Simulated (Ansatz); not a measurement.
The cluster As₆⁺: single points at one geometry.

```yaml
crystal:
  periodic: [false, false, false]
  atoms:
    - {symbol: As, position_ang: [-0.237717, 1.460872, 1.699100]}
    - {symbol: As, position_ang: [-1.836075, 1.306145, 0.030884]}
    - {symbol: As, position_ang: [0.234241, -1.937256, -0.049367]}
    - {symbol: As, position_ang: [1.509569, -0.161317, 1.179039]}
    - {symbol: As, position_ang: [-1.082186, -0.406162, -1.535769]}
    - {symbol: As, position_ang: [1.412168, -0.262282, -1.323877]}
basis:
  gaussian: {orbitals: def2-SVP, initial_orbitals: start.molden}
total_charge: 1
magnetization: {spin_polarized: true, initial_magnetization: 1}
hamiltonian: {xc: pbe, dispersion: d4}
scf: {omitted_lower_state_checks: [starts]}
output: {forces: true, orbitals: {seedname: orbitals}}
```

The file start.molden holds the orbitals of an earlier run on this structure, at another level or in another basis.

```sh
$ ansatz run in.yaml --threads 4 --pin off --events-out ev --progress --plain --max-ram 4787MiB
```

It prints (some lines left out):

```
Functional definition: PBE
2178 factors; their error is unknown
mean field evaluation 1: about -364945.0666 eV, gradient 7.9e0 eV
mean field evaluation 2: about -364945.2600 eV, gradient 1.9e-1 eV
mean field evaluation 4: about -364945.0478 eV, gradient 1.4e-3 eV
mean field evaluation 8: about -364945.0478 eV, gradient 1.2e-5 eV
mean field -364945.04779868 eV, -13411.4831379634 hartree, gradient 1.2e-5 eV, S^2 0.751533; 0 other end points of the search recorded, 0 dependent functions left out
reference -364945.04783198 eV, -13411.4831391873 hartree; 99, 98 occupied and 93, 94 virtual orbitals, 2178 factors
Total energy: -364945.61964665 eV, -13411.5041529887 hartree
Atom 0 at    -0.237717     1.460872     1.699100 Å, force    -0.001685    -0.002421    -0.004261 eV/Å
Atom 1 at    -1.836075     1.306145     0.030884 Å, force     0.005468    -0.001253     0.001815 eV/Å
Atom 2 at     0.234241    -1.937256    -0.049367 Å, force    -0.002331    -0.004412     0.001154 eV/Å
Atom 3 at     1.509569    -0.161317     1.179039 Å, force    -0.001894     0.003376     0.001898 eV/Å
Atom 4 at    -1.082186    -0.406162    -1.535769 Å, force    -0.002838     0.001522     0.001907 eV/Å
Atom 5 at     1.412168    -0.262282    -1.323877 Å, force     0.003281     0.003188    -0.002512 eV/Å
Dipole moment:     0.016383    -0.021486    -0.013707 e Å
Checks for a lower state left out: starts
```

Run time 8 s (4 threads of Arm Neoverse V2 on a shared host).

As the first input, with `correlation: {method: mp2}`, `output: {orbitals: {seedname: orbitals}}` and without the key `hamiltonian` (abridged; 42 s):

```
Functional definition: HF
mean field evaluation 16: about -364723.9745 eV, gradient 2.0e-3 eV
mean field -364723.97450158 eV, -13403.3588441441 hartree, gradient 4.3e-6 eV, S^2 1.318650
54 core orbitals not correlated: weight in the atoms' cores, before any rotation towards them, 1.000 or more for the frozen orbitals, at most 0.000 for the correlated occupied ones
second order -36.63825327 eV of doubles, -0.00000000 eV of singles
Total energy: -364760.61275485 eV, -13404.7052751173 hartree
Checks for a lower state left out: starts
```

As the first input, with `hamiltonian: {xc: {name: BLYP}, dispersion: d4}`, `output: {orbitals: {seedname: orbitals}}` (abridged; 6.5 s):

```
Functional definition: BLYP
mean field -365007.36693478 eV, -13413.7733239738 hartree, gradient 2.5e-5 eV, S^2 0.751168
Total energy: -365008.55138289 eV, -13413.8168516390 hartree
Checks for a lower state left out: starts
```

First input, but with `hamiltonian: {xc: r2scan, dispersion: d4}`, `output: {orbitals: {seedname: orbitals}}` (abridged; 18 s):

```
Functional definition: r2SCAN
mean field -364998.48394173 eV, -13413.4468800002 hartree, gradient 2.4e-5 eV, S^2 0.754081
Total energy: -364998.59517465 eV, -13413.4509677346 hartree
Checks for a lower state left out: starts
```

As the first input, with `hamiltonian: {xc: pbe0, dispersion: d4}`, `output: {orbitals: {seedname: orbitals}}` (abridged; 27 s):

```
Functional definition: PBE0
mean field evaluation 16: about -364954.6583 eV, gradient 2.3e-5 eV
mean field -364954.65825434 eV, -13411.8363156947 hartree, gradient 1.6e-5 eV, S^2 0.755072
Total energy: -364955.15386206 eV, -13411.8545289425 hartree
Checks for a lower state left out: starts
```

Geometry: PBE-D4/def2-SVP.

Correlated methods freeze 54 core orbitals; core or outer-core shells of As are correlated, in sets that lack core-valence functions. At MP2/def2-SVP the charge 1 doublet is spin-contaminated (final ⟨S²⟩ up to 1.32, 0.75 for a pure state). Another isomer (doublet) lies 0.12 eV lower at PBE0-D4/def2-SVP; other spin states weren't run for this one.
